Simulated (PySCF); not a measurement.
Species: C5H11B.
Numbering: `[BH2:1][C@@H:2]1[CH2:3][CH2:4][C@H:5]1[CH3:6]` (hydrogens: H7, H8 on B1; H9 on C2; H10, H11 on C3; H12, H13 on C4; H14 on C5; H15, H16, H17 on C6)

The calculation used core-valence-separated Tamm–Dancoff BHandHLYP/aug-pcX-1 (pcseg-1 on H) in PySCF, non-relativistic, gas phase, PBE0-D3(BJ)/def2-SVP geometry. The energies are unshifted.

List the carbon K-edge absorption lines.

| E (eV) | f | core hole on | main final orbital |
| --- | --- | --- | --- |
| 283.29 | 0.0016 | C2 | LUMO (91 %) |
| 284.72 | 0.0065 | C3 | LUMO (91 %) |
| 284.81 | 0.0095 | C5 | LUMO (90 %) |
| 285.14 | 0.0236 | C2 | LUMO+1 (30 %) |
| 285.16 | 0.0067 | C6 | LUMO (40 %) |
| 285.17 | 0.0054 | C4 | LUMO (76 %) |
| 285.33 | 0.0031 | C6 | LUMO (57 %) |
| 285.58 | 0.0223 | C3 + C4 | LUMO+1/LUMO+2 (2 roots, f summed) |
| 285.81 | 0.0226 | C4 | LUMO+4 (52 %) |
| 285.87 | 0.0244 | C6 | LUMO+4 (34 %) |
| 286.01 | 0.0221 | C5 | spread |
| 286.07 | 0.0241 | C3 | LUMO+4 (41 %) |
| 286.09 | 0.0294 | C6 | spread |
| 286.13 | 0.0169 | C2 | LUMO+2 (40 %) |
| 286.30 | 0.0005 | C2 | LUMO+1 (38 %) |
| 286.32 | 0.0078 | C4 | LUMO+2 (51 %) |
| 286.49 | 0.0080 | C3 | spread |
| 286.55 | 0.0021 | C2 | LUMO+3 (51 %) |
| 286.60 | 0.0029 | C5 | LUMO+1 (64 %) |
| 286.67 | 0.0015 | C6 | LUMO+7 (32 %) |
| 286.70 | 0.0084 | C2 | spread |
| 286.71 | 0.0029 | C3 | LUMO+1 (33 %) |

The first line with a tenth or more of the strongest one's intensity is at 284.72 eV (f = 0.006), with the hole on C3 (four-membered-ring carbon). The strongest listed is at 286.09 eV (f = 0.029; C6).

What does the B 1s absorption edge look like?

```tsv
E (eV)	f	core hole on	main final orbital
185.31	0.0896	B1	LUMO (77 %)
190.90	0.0074	B1	LUMO+3 (55 %)
191.33	0.0144	B1	LUMO+2 (42 %)
191.37	0.0098	B1	spread
191.63	0.0024	B1	spread
191.98	0.0067	B1	LUMO+2 (35 %)
192.17	0.0015	B1	LUMO+5 (35 %)
```

The first line with a tenth or more of the strongest one's intensity is at 185.31 eV (f = 0.090), with the hole on B1 (three-coordinate boron). It is also the strongest listed.

Roots within 0.03 eV whose holes lie on the same, on equivalent or on shared atoms are summed into one line, and the highest roots are left out, as the search may have cut off their partners. Final orbitals are the ground state's empty Kohn–Sham orbitals.

What is the summed oscillator strength of the listed C K lines, and their intensity-weighted mean energy?

Σf = 0.252 over 22 lines from 283.29 to 286.71 eV; the weighted mean is 285.81 eV. The strongest line holds 12 % of the sum.

The ionisation thresholds weren't computed; near and above them a finite basis only mimics Rydberg series and continuum.

One conformer stands for the species.
